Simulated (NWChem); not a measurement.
C₂H₄F₂OSi; SMILES O=CC(F)(F)[SiH3]

```xyz
10

O     -0.8712     2.0744     0.0451
C     -0.1455     1.3521    -0.5737
C      0.4125     0.0561     0.0012
F      0.8260     0.2726     1.2743
F      1.4965    -0.3002    -0.7453
Si    -0.8589    -1.4104     0.0053
H      0.1579     1.5417    -1.6354
H     -1.9845    -1.0512     0.9092
H     -1.3429    -1.6119    -1.3905
H     -0.1222    -2.6089     0.4902
```
Atoms are numbered in this order, from 1.

All runs: NWChem. Pople sets run with spherical d functions. All runs use the structure optimised with PBE0/def2-SVP. GIAO values for the isolated, static molecule; σ is the absolute isotropic shielding, δ = σ(reference) − σ with the isolated reference molecule computed at the same levels (13C: tetramethylsilane, 19F: trichlorofluoromethane, 1H: tetramethylsilane, 17O: water, 29Si: tetramethylsilane).

| level | δ O1 (ppm) | δ C3 (ppm) | δ F4 (ppm) | δ F5 (ppm) | δ Si6 (ppm) | δ H7 (ppm) | δ H8 (rotor mean) (ppm) |
|---|---|---|---|---|---|---|---|
| B3LYP/6-31G* | 631.2 | 118.6 | -124.9 | -140.6 | -33.1 | 9.88 | 4.01 |
| BHandHLYP/pcSseg-1 | 740.5 | 121.1 | -120.4 | -134.0 | -64.3 | 9.59 | 3.89 |
| LDA (Slater exchange, VWN5)/pcSseg-1 | 757.5 | 135.4 | -138.5 | -158.1 | -75.4 | 10.29 | 4.19 |
